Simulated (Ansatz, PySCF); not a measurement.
This PySCF input computes a PBE0/def2-TZVPD energy:

```python
from pyscf import gto, scf, dft

mol = gto.M(
    atom='''
    C     1.24889928    0.11989250    0.43704499
    C     0.09848013    0.00945395    0.03446254
    C    -1.16217014   -0.11156663   -0.40669463
    H     2.25840526    0.21680359    0.79031569
    H    -1.65635077    0.71686991   -0.91200534
    H    -1.71331014   -1.04035242   -0.26718776
    ''',
    basis='def2-tzvpd',
    charge=1,
    spin=0,
    verbose=4,
)

mf = dft.RKS(mol, xc='pbe0').density_fit(auxbasis='def2-universal-jkfit')
mf.grids.level = 3
mf.conv_tol = 1e-9
mf.max_cycle = 100
mf.max_memory = 1500
mf.kernel()
if not mf.converged:
    mf = mf.newton()
    mf.kernel(mf.make_rdm1())
mf.analyze()
```

Problem. Write an input for the same energy in Ansatz (an electronic-structure program) and say what it gives.

Solution. 
Ansatz 0.2 input:
```yaml
crystal:
  periodic: [false, false, false]
  atoms:
    - {symbol: C, position_ang: [1.24889928, 0.11989250, 0.43704499]}
    - {symbol: C, position_ang: [0.09848013, 0.00945395, 0.03446254]}
    - {symbol: C, position_ang: [-1.16217014, -0.11156663, -0.40669463]}
    - {symbol: H, position_ang: [2.25840526, 0.21680359, 0.79031569]}
    - {symbol: H, position_ang: [-1.65635077, 0.71686991, -0.91200534]}
    - {symbol: H, position_ang: [-1.71331014, -1.04035242, -0.26718776]}
basis:
  gaussian:
    orbitals: def2-TZVPD
hamiltonian:
  xc: {name: PBE0}
total_charge: 1
output: {forces: true}
```
It gives -115.57566 Eh, and PySCF -115.57568 Eh, a difference of 0.02 mEh, from the treatment of integrals and grids.
